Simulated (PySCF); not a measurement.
[ReF6]2- (charge -2 and quartet state).
Bonds: Re1–F2, Re1–F3, Re1–F4, Re1–F5, Re1–F6, Re1–F7.

Level of theory: PBE0-D3(BJ)/def2-SVP geometry optimisation, gas phase, def2 core potentials past Kr in PySCF.

Problem. What internal coordinates does the optimisation give?

Solution. 
```json
{"bond": "Re1–F2 and 5 like bonds", "length (bohr)": "3.729"}
```

Bonds in one row agree within 0.02 bohr and their mean is given. A selection of angles:
```json
{"angle": "F2–Re1–F3", "degrees": "180.0"}
{"angle": "F2–Re1–F4", "degrees": "90.0"}
```

Re1 (rhenium bonded to 6 F) is octahedral (the three widest angles are 180.0°, 180.0° and 180.0°, the others run from 90.0° to 90.0°). All 6 F–Re bonds measure 1.973 Å.

Point group: Oh (every atom within 0.08 Å of its image). Whether it is a minimum is left open (no frequencies). ⟨S²⟩ = 3.758 (exact for a quartet: 3.75). Whether so highly charged an anion holds all its electrons in the gas phase wasn't checked; a finite basis holds them in any case. No counter-ion or solvent screens the charge of this multiply charged ion. The geometry's basis has no diffuse functions, a weakness for an anion.

Neither the SCF state along the optimisation nor the shape of the open-shell metal species was proved the lowest: other solutions of the same spin, or a structure of lower symmetry, can lie below.
